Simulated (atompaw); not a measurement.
**Building the PAW (atompaw) potential for Hf (Z = 72) (LDA (PW92), scalar-relativistic).**

atompaw 4.2.0.5 input, output lines left out:

```
Hf 72
LDA-PW scalarrelativistic loggrid 2001 logderivrange -2 5 176
6 6 5 4 0 0
6 1 0
5 2 2
0 0 0
c
c
c
c
c
v
c
c
c
c
v
c
c
v
c
2
3.00 2.55 2.85 2.80
y
0.85
n
y
1.4
n
y
2.45
n
custom polynom vanderbiltortho sinc
bessel
3.00
3.00
3.00
3.00
3.00
3.00
```

All-electron outer shells of the reference configuration (LDA (PW92), scalar-relativistic, ld1.x):

```tsv
shell	level (eV)	outermost node (bohr)	outermost maximum (bohr)
5p	-35.71	0.60	1.16
4f	-17.03	–	0.45
6s	-5.26	1.37	2.89
5d	-2.87	0.67	1.71
6p	-1.47	1.66	4.05
```

**Question.** Does the generator finish with these settings?

**Answer.** Yes, a potential is produced.

**Question.** Estimate the cutoffs (Ry, on a coarse ladder) from which the occupation-weighted sum of valence levels, in a spherical-Bessel basis at the reference potential, stays within 10 and 1 mRy of its value at 400 Ry.

**Answer.** 10 Ry and 15 Ry.

**Question.** What does a ghost test show?

**Answer.** Ghost state, extra bound levels that the all-electron valence spectrum of the same l lacks: p at -11.4 eV. A true bound ghost makes a file unfit for plane-wave use.

**Question.** Is the overlap operator S = 1 + Σ q|β⟩⟨β| positive definite (Bessel basis up to 400 Ry)?

**Answer.** Yes: its lowest eigenvalue is 0.09 (s channel).

**Question.** Which valence shell sets the plane-wave cutoff?

**Answer.** 5d: its level needs 10 Ry to come within 1 mRy, against 6 Ry for 6s.
